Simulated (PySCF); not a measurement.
Species: `CO[Si@@H](CC#N)O[SiH2]C`. The columns A, B, C and D hold Mulliken, IAO, Hirshfeld and ESP-fitted charges (e) of one PBE0/pcSseg-1 density (PySCF), in a shuffled order. Coordinates in Å (GFN2-xTB); the density's dipole moment is (-2.01, -2.88, 0.70) D.

```
atom       x       y       z       A       B       C       D
  C1  -2.467  -2.241   0.302  -0.199  -0.030  -0.011  -0.190
  O2  -2.244  -0.927  -0.125  -0.644  -0.227  -0.634  -0.398
 Si3  -0.844  -0.275  -0.601  +1.363  +0.482  +1.152  +0.932
  C4  -1.336   1.554  -0.828  -0.620  -0.137  -0.501  -0.895
  C5  -0.169   2.331  -1.066  +0.147  +0.085  +0.036  +0.571
  N6   0.793   2.924  -1.251  -0.277  -0.225  -0.284  -0.540
  O7   0.289  -0.439   0.532  -0.884  -0.302  -0.743  -0.483
 Si8   1.680  -0.077   1.323  +1.020  +0.415  +0.866  +0.728
  C9   2.977   0.559   0.103  -0.745  -0.218  -0.670  -0.609
 H10  -2.392  -2.931  -0.541  +0.134  +0.044  +0.102  +0.104
 H11  -3.472  -2.291   0.723  +0.157  +0.052  +0.122  +0.135
 H12  -1.736  -2.530   1.058  +0.137  +0.045  +0.107  +0.101
 H13  -0.313  -0.875  -1.822  -0.176  -0.082  -0.136  -0.154
 H14  -2.016   1.666  -1.671  +0.197  +0.072  +0.191  +0.268
 H15  -1.834   1.930   0.067  +0.198  +0.073  +0.194  +0.279
 H16   1.313   0.918   2.332  -0.151  -0.084  -0.120  -0.148
 H17   2.033  -1.368   1.922  -0.150  -0.088  -0.130  -0.165
 H18   3.918   0.772   0.600  +0.160  +0.045  +0.137  +0.151
 H19   3.174  -0.166  -0.682  +0.157  +0.044  +0.138  +0.143
 H20   2.640   1.475  -0.378  +0.176  +0.034  +0.182  +0.169
```

Problem. Which column most likely holds the ESP-fitted charges?

Solution. D. Σ q r misses the density's dipole by 0.02 D (D), 0.72 D (B), 1.54 D (A), 1.88 D (C). Charges fitted to the outside potential are the only set here that is tied to the molecule's multipoles.

Problem. And the Hirshfeld charges?

Solution. B. The mean sizes are 0.139 e (B), 0.323 e (C), 0.358 e (D), 0.385 e (A), and Hirshfeld charges are commonly the smallest of these schemes.

As computed, A = IAO, B = Hirshfeld, C = Mulliken, D = ESP-fitted. Hydrogens on carbon: IAO +0.13 to +0.20, Hirshfeld +0.03 to +0.07, Mulliken +0.10 to +0.19, ESP-fitted +0.10 to +0.28 e.

The ESP scheme fits charges at the nuclei, held to the total charge, to the electrostatic potential on points at 1.4 to 2.0 times the van der Waals radii. The IAO scheme projects the occupied orbitals on a minimal set of polarised atomic orbitals and counts the electrons in each atom's part of it.

One conformer (not necessarily the lowest) at the GFN2-xTB geometry, without solvent, vibrations or thermal averaging.

Conformer computed: `[CH3:1][O:2][Si@@H:3]([CH2:4][C:5]#[N:6])[O:7][SiH2:8][CH3:9]`: C1–O2–Si3–C4 -174°, O2–Si3–C4–C5 172°, O2–Si3–O7–Si8 -158°, Si3–O7–Si8–C9 -33°.
